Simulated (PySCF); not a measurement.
# Highest orbital energy against ionisation energy along the 5p block

Calculated with PySCF 2.14, no spin-orbit coupling. Each cell gives −ε(HOMO) / ΔSCF in eV; NIST values include spin-orbit coupling, (s) semi-empirical, (t) theoretical.

| species | UHF | LDA | PBE | PBE0 | r2SCAN | NIST (lowest levels) |
| --- | --- | --- | --- | --- | --- | --- |
| In⁺ (dyall-av2z, non-relativistic) | 16.517 / 16.262 | 14.589 / 18.534 | 14.227 / 18.124 | 15.009 / 17.828 | 14.400 / 17.822 | 18.870 |
| Sn⁺ (dyall-av2z, non-relativistic) | 13.994 / 13.702 | 10.697 / 14.361 | 10.637 / 14.185 | 11.627 / 14.221 | 10.958 / 14.331 | 14.633 |
| Sb⁺ (dyall-av2z, non-relativistic) | 16.354 / 15.954 | 12.645 / 16.621 | 12.573 / 16.432 | 13.689 / 16.492 | 12.947 / 16.602 | 16.626 ± 0.025 |
| Te⁺ (dyall-av2z, non-relativistic) | 18.779 / 18.289 | 14.616 / 18.894 | 14.540 / 18.706 | 15.790 / 18.804 | 14.985 / 18.936 | 18.6 ± 0.4 |
| I⁺ (dyall-av2z, non-relativistic) | 18.229 / 17.595 | 14.666 / 18.980 | 14.492 / 18.657 | 15.684 / 18.671 | 14.783 / 18.685 | 19.131 |
| Xe⁺ (dyall-av2z, non-relativistic) | 20.778 / 20.062 | 16.746 / 21.365 | 16.573 / 21.042 | 17.894 / 21.091 | 16.918 / 21.113 | 20.975 (s) |

**Question.** How far is −ε(HOMO) from ΔSCF on average for each method, and why?

**Answer.** UHF 0.46 eV; LDA -4.13 eV; PBE -4.02 eV; PBE0 -2.90 eV; r2SCAN -3.75 eV. Hartree-Fock orbital energies lack relaxation and so exceed the ΔSCF value; semilocal functionals have convex E(N) from self-interaction, so their HOMO lies far too high; exact exchange moves hybrids part of the way back.
